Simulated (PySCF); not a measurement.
All numbers come from PBE0 in PySCF with Se def2-TZVP, H def2-TZVP; no relativity; density-fitted integrals. Open shells, if any, are unrestricted.

Question: What shape and geometry does isolated singlet SeH₆ take (every ligand bound to Se)?

Answer: Counting electrons, selenium keeps none of its valence electrons outside its bonds, so the VSEPR class is AX6 and the expected shape is octahedral (Oh), as computed. The lowest minimum found is a singlet of Oh symmetry with Se–H 1.557 Å (×6); H–Se–H 90.0° (×12), H–Se–H 180.0° (×3). Its harmonic wavenumbers are 1113 (t2u), 1136 (t1u), 1209 (t2g), 1846 (eg), 1865 (t1u), 2099 (a1g) cm⁻¹ and its dipole moment is 0.00 D.
